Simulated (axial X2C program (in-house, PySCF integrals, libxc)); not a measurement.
## CSe: from the spin-free to the two-component result

Computed with an axial X2C code built on PySCF integrals. Spin-free means the one-electron spin-free X2C Hamiltonian; two-component (2c) means X2C with spin–orbit coupling and atomic mean-field two-electron Coulomb and Gaunt terms, so the difference of the two also holds small scalar two-electron terms. Basis: Se dyall-cv3z [8s9p6d4f1g], C dyall-v3z [7s6p2d1f] (cores contracted in-house); Gaussian nuclei, density fitting, unrestricted open shells. Masses: Se 79.917 u, C 12.000 u.

Spin-free state: M_S = 0, Λ = 0 (closed shell); fragments Se + C.

```tsv
level	Re (Å)	ωe (cm⁻¹)	De (eV)	μ (D)
PBE0	1.667	1080.2	6.046	-2.15
HF	1.648	1156.6	2.880	-1.87
CCSD	1.672	1079.5	5.558	n/a
CCSD(T)	1.687	1027.7	5.976	n/a
PBE50	1.650	1133.8	5.525	-2.12
```

Correlated methods: 10 electrons correlated (number of frozen shells: Se 3 s, 2 p, 1 d; C 1 s), 188 virtual spin orbitals or spinors in MP2, 88 natural virtuals in coupled cluster.

Dipoles are positive if C is the positive end.

Two-component determinant lowest at the distance of the search:

Ω = 0 (closed shell); fragments Se + C.

| level | Re (Å) | ωe (cm⁻¹) | De (eV) | μ (D) |
| --- | --- | --- | --- | --- |
| PBE0 | 1.667 | 1078.7 | 5.986 | -2.16 |
| HF | 1.649 | 1154.2 | n/a | -1.88 |
| CCSD | 1.673 | 1077.5 | 5.439 | n/a |
| CCSD(T) | 1.687 | 1026.6 | 5.855 | n/a |
| PBE50 | 1.651 | 1132.0 | 5.463 | -2.13 |

Q: From the two tables, how do the constants change at the CCSD(T) level (2c against spin-free)?

A: At the CCSD(T) level Re is unchanged to within 0.001 Å and ωe goes down by 1.1 cm⁻¹; De is not compared, since the atomic limits differ or miss part of their spin–orbit lowering.

The state is one determinant whose occupation by symmetry is held fixed; it was picked as the lowest of a PBE0 search that is not exhaustive. The closed shell is kept restricted, so the energy runs too high when the bond is stretched far. Dissociation energies refer to the lowest single-determinant-based atoms at the same level and basis. De is not given where an atomic determinant may have missed its ground term or J level, or where the truncated virtual space spoils (T). Coupled cluster ran in a truncated set of natural virtual spinors; the MP2 energy of the rest was added. (T) has no such correction and the atoms are truncated less, which lowers De at CCSD(T) by a hundredth of an eV or more. The 2c atoms are single determinants rather than J levels; their spin–orbit lowering is only partly caught, and De is too large by that part. This holds for PBE0, CCSD, CCSD(T), PBE50. Without a current term, density functionals place determinants with orbital angular momentum somewhat too high. The T1 diagnostic is large, a sign of multireference character.
